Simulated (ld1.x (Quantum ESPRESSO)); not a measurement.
**Scattering properties, TM potential for iodine**

ld1.x (Quantum ESPRESSO) 7.5 input, shortened:

```
&input
   title='I', zed=53., rel=2, dft='PBE', iswitch=3,
   config='[Kr] 4d10 5s2 5p5', rel_dist='average'
 /
 &inputp
   pseudotype=2, tm=.true., lloc=-1, rcloc=1.10,
   nlcc=.false.
 /
3
5S  1  0   2.00   0.00  1.35  1.35  0.0
5P  2  1   5.00   0.00  1.65  1.65  0.0
4D  3  2  10.00   0.00  1.50  1.50  0.0
 &test
   configts(1)='4d10 5s2 5p5'
 /
```

Open shells are filled in proportion to 2j + 1 (rel_dist='average').

The phase is arctan(r·u′/u) with u = r·R(r), unwrapped; energies in Ry, scanned from -6 to 5 Ry. A pole is an energy at which the radial function vanishes at the test radius. The pseudo phase is shifted by a multiple of π to meet the all-electron one at the reference energy, and phase errors are pseudo minus all-electron; the curves can meet again beyond the range given. Levels narrower than the energy grid can be missing from the lists of poles.

**Question.** For each channel, where are the poles, and over which energies does the pseudopotential scatter like the atom?

**Answer.**

```
channel  radius (bohr)  reference energy (Ry)  poles, all-electron  poles, pseudo  unbroken range about the reference energy with phases within 0.05 rad  phase error 1 Ry above the reference energy (rad)
      s           1.80                  -1.28                 4.01           3.00                                                              below 3.1                                             -0.007
   p1/2           1.80                  -0.57                 none          -5.16                                                             above -4.7                                             -0.002
   p3/2           1.80                  -0.50                 none          -5.35                                                             above -4.9                                             -0.005
   d3/2           1.80                  -3.77                -3.40          -3.40                                                              below 2.8                                             +0.000
   d5/2           1.80                  -3.64                -3.26          -3.26                                                              below 3.1                                             +0.000
```

Note: ghost states, extra bound levels that the all-electron valence spectrum of the same l lacks: s at -190.2 eV, p3/2 at -73.7 eV, p1/2 at -70.9 eV. A true bound ghost makes a file unfit for plane-wave use.

Phases in the p1/2 channel:

```tsv
E (Ry)	all-electron	pseudo
-6.00	1.314	4.404
-5.48	1.296	4.293
-4.96	1.276	1.367
-4.44	1.252	1.280
-3.92	1.222	1.236
-3.40	1.185	1.193
-2.88	1.136	1.140
-2.36	1.069	1.071
-1.84	0.971	0.972
-1.32	0.821	0.821
-0.80	0.573	0.573
-0.28	0.167	0.167
0.24	-0.355	-0.357
0.76	-0.781	-0.785
1.28	-1.044	-1.050
1.80	-1.202	-1.210
2.32	-1.305	-1.315
2.84	-1.376	-1.387
3.36	-1.428	-1.441
3.88	-1.469	-1.484
4.40	-1.501	-1.519
4.92	-1.528	-1.550
```
